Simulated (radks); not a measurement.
Question: The mean radii <r> (bohr) of the occupied orbitals of an atom or ion are listed with their occupations. Calculated with a radial shooting solver on a logarithmic mesh with Libxc functionals: Dirac Kohn-Sham, LDA (Slater exchange, Perdew-Wang correlation), spin-unpolarised, spherical densities, point nucleus.

orbital  occ.      <r>
1s1/2       2  0.01804
2s1/2       2  0.07562
2p1/2       2  0.06248
2p3/2       4  0.07056
3s1/2       2   0.1971
3p1/2       2   0.1871
3p3/2       4   0.2020
3d3/2       4   0.1765
3d5/2       6   0.1811
4s1/2       2   0.4407
4p1/2       2   0.4451
4p3/2       4   0.4788
4d3/2       4   0.4936
4d5/2       6   0.5050
5s1/2       2    1.028
5p1/2       2    1.120
4f5/2       6   0.5740
5p3/2       4    1.213
4f7/2       8   0.5825
5d3/2     1.2    1.576
5d5/2     1.8    1.614

Name the element and its charge. Open shells, if any, are shared by 2j + 1.

Answer: Z = 75, rhenium, charge +4: Re4+ in [Xe] 4f14 5d3. The 1s radius gives Z: for a bare nucleus <r> = (2 gamma + 1)/(2Z) with gamma = sqrt(1 - (Z/c)^2), 0.01783 bohr for Z = 75, and screening makes it slightly larger (0.01804 here). The occupations add up to 71, and the charge is Z minus that.
